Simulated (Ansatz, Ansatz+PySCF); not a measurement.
```yaml
atoms:
  - { symbol: B, position_ang: [0.0000, 0.0000, -1.2295] }
  - { symbol: C, position_ang: [0.0000, 0.0000, 0.1681] }
  - { symbol: O, position_ang: [0.0000, 0.0000, 1.2094] }
  - { symbol: H, position_ang: [0.0000, -1.0866, -1.5122] }
  - { symbol: H, position_ang: [-0.9410, 0.5433, -1.5122] }
  - { symbol: H, position_ang: [0.9410, 0.5433, -1.5122] }
```

Basis set: def2-SVP (spherical functions). Frozen core: 3 orbitals. Charge 0, multiplicity 1.

Computed with Ansatz (development build ahead of 0.2.0); each method stands on the lowest determinant of its kind that the runs found. Restricted open shells among the atoms or ions are ROHF, correlated in semicanonical orbitals with singles.

The atomization energy at this shape (free ground-state atoms in the same class of orbitals less the molecule, no zero-point energy) of singlet CH3BO:

```json
{"method": "RHF-CCSD(T)", "atomization energy": "2134.8 kJ/mol"}
{"method": "RHF", "atomization energy": "1673.5 kJ/mol"}
{"method": "UHF", "atomization energy": "1641.8 kJ/mol"}
```

(1) What does RHF-MP2 give?

Answers

(1) 2190.0 kJ/mol. Caution: the shape is not the minimum.
